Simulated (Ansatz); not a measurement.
Basis-set extrapolation for `OC(F)O[SiH3]` (PBE0-D4/def2-TZVP geometry, frozen core, Ansatz). Multiplicity 1, RHF reference.

|  | def2-TZVPP | def2-QZVPP |
| --- | --- | --- |
| HF | -579.062853 | -579.085404 |
| MP2 correlation | -1.012409 | -1.095925 |
| CCSD(T) correlation | -1.077519 | not run |

Energies in hartree. Use E(X) = E(∞) + A·exp(−7.88·√X) for Hartree–Fock and E(X) = E(∞) + B·X^(−2.97) for correlation, with X = 3 and 4, and add CCSD(T) minus MP2 of the smaller set to the MP2 limit.

Task: What is the CCSD(T) energy at the basis-set limit?

Result: HF limit: -579.085404 + (-0.022551) × 0.13774 = -579.08851. MP2 limit: -1.095925 + (-0.083516) × 0.74074 = -1.15779. Higher-order term: -1.077519 − (-1.012409) = -0.06511. Total: -580.31141 hartree, 449.1 kJ/mol below CCSD(T)/def2-TZVPP.
